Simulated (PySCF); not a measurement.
Compound: C4H11SSi2 (doublet state).
Cartesian coordinates in Å at the GFN2-xTB level; atoms count from 1:
```
atom  x, y, z in Å
Si1    1.9503    1.6029    0.0391
C2     0.4327    0.5970    0.4474
C3    -0.9196    1.0969    0.0701
C4    -1.5716    0.2183   -1.0160
S5    -2.0993   -1.4046   -0.4115
C6    -0.4877   -2.1836   -0.1453
Si7    0.4936   -1.1308    1.1244
H8     2.6959    1.8888    1.2693
H9     1.5281    2.8592   -0.5903
H10    2.8384    0.8845   -0.8844
H11   -0.8703    2.1180   -0.3187
H12   -1.5914    1.0954    0.9349
H13   -0.8827    0.0673   -1.8474
H14   -2.4822    0.6917   -1.3833
H15   -0.7030   -3.1829    0.2219
H16    0.0116   -2.2684   -1.1085
H17    1.8609   -1.6484    1.1848
H18   -0.2125   -1.2951    2.4019
```

The hyperfine couplings belong to this conformer and change with its torsions.

As a line formula: `[SiH3][C]1CCSC[SiH2]1` [radical].

Level of theory: UKS B3LYP, pcH-1 on C H S Si, non-relativistic, mean-field spin-orbit, GIAO (PySCF 2.14.0). One conformer (not necessarily the lowest) at the GFN2-xTB geometry, without solvent, vibrations or thermal averaging. GFN2-xTB frequencies show an imaginary mode (38i cm⁻¹), so this geometry is no minimum at that level. Couplings are sensitive to structure, and on GFN2-xTB geometries they can be far from those on DFT ones. The SCF solution wasn't tested for stability.

Principal values of hyperfine tensors in MHz (contact, dipolar and spin–orbit terms together), for some of the nuclei:

```tsv
atom	isotope	A1	A2	A3
H12	1H	73.60	74.44	86.37
C2	13C	6.96	8.56	213.40
H8	1H	61.97	63.50	70.22
C4	13C	51.65	52.06	68.50
H18	1H	43.31	44.09	50.66
Si1	29Si	42.72	44.98	46.83
Si7	29Si	39.35	41.81	43.64
C3	13C	-29.29	-25.79	-24.33
```

Problem. Split each tensor into its isotropic and traceless parts, and turn a_iso into mT with g = 2.0028.

Solution. a_iso is a third of the trace, T = A − a_iso, and a(mT) = a(MHz)/(g × 13.996). The tensors hold a spin–orbit part: the run splits a_iso into a_FC + a_SO, and T includes its anisotropic share.

| atom | a_iso (MHz) | a_FC | a_SO | a_iso (mT) | T1 | T2 | T3 |
| --- | --- | --- | --- | --- | --- | --- | --- |
| H12 | 78.14 | 78.14 | 0.00 | 2.788 | -4.54 | -3.69 | 8.24 |
| C2 | 76.30 | 76.39 | -0.09 | 2.722 | -69.35 | -67.74 | 137.09 |
| H8 | 65.23 | 65.23 | 0.00 | 2.327 | -3.26 | -1.73 | 4.99 |
| C4 | 57.40 | 57.38 | 0.02 | 2.048 | -5.75 | -5.34 | 11.10 |
| H18 | 46.02 | 46.02 | 0.00 | 1.642 | -2.71 | -1.93 | 4.64 |
| Si1 | 44.84 | 44.92 | -0.07 | 1.600 | -2.12 | 0.13 | 1.99 |
| Si7 | 41.60 | 41.67 | -0.07 | 1.484 | -2.25 | 0.21 | 2.04 |
| C3 | -26.47 | -26.48 | 0.01 | -0.944 | -2.82 | 0.68 | 2.14 |

Problem. What spin density at the nucleus of Si1 lies behind its contact coupling (g_N = -1.11058)?

Solution. a_FC = (2μ0/3) gₑ μB g_N μN ρ(0)/(2S·h) = 800.24 MHz × g_N × ρ(0)/(2S), with ρ in bohr⁻³. With a_FC = 44.92 MHz and 2S = 1, ρ(0) = -0.05054 bohr⁻³. The nuclear moment is negative, so coupling and spin density have opposite signs.

Problem. H10 (1H, g_N = 5.58569) isn't in the table. Its spin density at the nucleus is 0.0141 bohr⁻³. What is its contact coupling?

Solution. By the same relation, a_FC = 63.0 MHz. Its full tensor has the principal values 59.90, 61.38, 67.81 MHz.

Problem. Name the largest traceless tensor T of the table and describe it.

Solution. C2: -69.3, -67.7, 137.1 MHz, axial, in the ratio −1:−1:+2, the form that spin in one p orbital centred on that nucleus gives.

Problem. What first-order splitting does H12 cause when the field lies along A1, A2 or A3 of its tensor (g taken as isotropic, no quadrupole term)?

Solution. 2 lines (I = 1/2), spaced by |A_i|/(g × 13.996): 2.63, 2.66, 3.08 mT along the axes of A1, A2 and A3.
